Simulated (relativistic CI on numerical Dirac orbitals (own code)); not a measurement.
# Sm⁴⁺: 4f valence photoemission

Computed with this model: Dirac-Coulomb-Breit CI, KLI orbitals optimised for each configuration, a model potential for QED, multiplet model of photoemission in the sudden approximation, unscaled Slater integrals; configurations [Xe] 4f4 → [Xe] 4f3; 300 K; Lorentzian 0.21 eV and Gaussian 0.3 eV FWHM. Energies are those of the free ion, without screening or charge transfer. The energies are binding energies and can lie tens of eV above those of solids. S is read from ⟨S²⟩ = S(S + 1).

Computed curve for free ion, scaled to 100 at the maximum (points under 2 are left out and the grid is thinned):

```csv
Energy (eV),Intensity
60.0,2.3
60.1,2.9
60.2,3.7
60.3,4.9
60.4,6.9
60.5,10.7
60.6,18.6
60.7,35.1
60.8,62.9
60.9,91.6
61.0,100.0
61.1,83.4
61.2,60.9
61.3,45.9
61.4,34.8
61.5,23.9
61.6,15.1
61.7,9.7
61.8,6.8
61.9,4.9
62.0,3.6
62.1,2.9
62.2,2.4
62.3,2.2
62.4,2.0
62.7,2.2
62.8,2.6
62.9,3.4
63.0,5.3
63.1,9.2
63.2,15.3
63.3,20.8
63.4,22.1
63.5,18.8
63.6,13.7
63.7,9.2
63.8,6.3
63.9,5.0
64.0,5.1
64.1,6.8
64.2,10.7
64.3,17.9
64.4,28.0
64.5,36.2
64.6,36.5
64.7,29.9
64.8,22.2
64.9,15.8
65.0,10.4
65.1,6.6
65.2,4.3
65.3,2.9
65.4,2.1
```

The ground state has S = 1.98, and the centroid lies at 62.19 eV.
